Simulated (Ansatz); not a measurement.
Mulliken charges of CH7GaSn, SMILES `[CH3][SnH2][GaH2]` from PBE/def2-TZVPP in Ansatz (PBE0-D4/def2-TZVP geometry).

```
atom   x (Å)   y (Å)   z (Å)  charge (e)
  C1  -1.630   0.570  -0.524      -0.559
 Sn2   0.240  -0.482  -0.647       0.404
 Ga3   1.787  -0.143   1.442       0.108
  H4  -2.223   0.378  -1.418       0.125
  H5  -2.188   0.237   0.351       0.121
  H6  -1.450   1.642  -0.440       0.121
  H7  -0.107  -2.150  -0.864      -0.123
  H8   1.040   0.026  -2.079      -0.123
  H9   1.311   0.712   2.678      -0.037
 H10   3.221  -0.789   1.500      -0.036
```

Q: By hand: the dipole of these point charges (1 e Å = 4.8032 D).

A: Σ q r = (0.204, 0.009, 0.208) e Å, of length 0.291 e Å = 1.40 D.

Q: How does the dipole of the full density compare? (An estimate is asked.)

A: The calculation gave: (-0.109, 0.088, 0.053) e Å, 0.72 D; the point charges give 1.94 times that, at 104° from its direction.

Point charges leave out the atoms' own dipoles, such as those of lone pairs, and Mulliken's split depends on the basis, so the two needn't agree.
